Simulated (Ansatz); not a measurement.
Program: Ansatz. Geometries: PBE0-D4/def2-TZVP. ΔE: electronic, gas phase. CCSD(T)/CBS is the MP2 limit (def2-TZVPP, def2-QZVPP) plus CCSD(T) − MP2 in def2-TZVPP, frozen cores. Functionals use def2-TZVPP. For Ga, Ge outer-core shells are correlated without core-valence functions, which leaves a few kJ/mol of doubt a bond. Scalar relativity is left out up to krypton. One conformer a species, not always the lowest.

Consider the formal exchange of groups at a Ga–C bond: `[GaH2][CH2][GeH3]` + `N=C=CO` → `N=C=[CH][GaH2]` + `O[CH2][GeH3]`.

`[GaH2][CH2][GeH3]`:

```xyz
10

Ga    1.551    0.522   -0.811
C    -0.324    0.724   -0.269
Ge   -0.972   -0.811    0.763
H     2.697    1.028    0.137
H     1.899   -0.178   -2.174
H    -0.970    0.817   -1.145
H    -0.450    1.609    0.359
H    -0.130   -0.989    2.041
H    -0.856   -2.102   -0.071
H    -2.445   -0.621    1.169
```

`N=C=CO`:

Z-matrix (Å, degrees):
```
C
C 1 1.310
O 1 1.372 2 126.0
H 1 1.081 2 120.1 3 -176.8
N 2 1.228 1 171.7 3 -92.7
H 3 0.961 1 109.4 2 15.8
H 5 1.022 2 114.0 1 -178.4
```

`N=C=[CH][GaH2]`:

```xyz
8

N    -0.036    2.091   -0.849
C    -0.283    1.134   -0.145
C    -0.412    0.106    0.656
Ga    0.556   -1.518    0.265
H    -0.609    2.263   -1.668
H    -1.064    0.206    1.517
H     0.395   -2.730    1.242
H     1.453   -1.551   -1.017
```

`O[CH2][GeH3]`:

Z-matrix (Å, degrees):
```
C
Ge 1 1.968
O 1 1.415 2 108.0
H 1 1.098 2 108.5 3 -121.7
H 1 1.098 2 108.5 3 121.7
H 2 1.536 1 110.0 3 -60.7
H 2 1.540 1 108.6 3 179.8
H 2 1.536 1 110.0 3 60.2
H 3 0.960 1 108.8 2 180.0
```

```tsv
level	ΔE (kJ/mol)	difference from CCSD(T)/CBS
r2SCANh-D4	-48.1	-6.5
revPBE	-42.9	-1.3
r2SCAN	-48.5	-6.9
r2SCANh	-48.3	-6.7
CAM-B3LYP	-47.3	-5.7
RPA@PBE/def2-TZVPP	-41.6	0.0
HF/def2-SVP	-50.4	-8.8
CCSD(T)/def2-TZVPP	-41.2	0.4
HF/def2-QZVPP	-53.4	-11.8
MP2/CBS(def2)	-48.5	-6.9
CCSD(T)/CBS	-41.6	0
```

Largest T1 diagnostic among the species: 0.015.

In def2-TZVPP, CCSD(T) changes the Hartree–Fock value by +12.0 kJ/mol (the triples alone add +0.3 kJ/mol) and MP2 by +5.0 kJ/mol. Leaving LDA and LC-ωPBE aside and taking each functional with its dispersion term where it has one, the values, not all of them listed here, spread over 6.4 kJ/mol, from B2PLYP to PBE-D4.
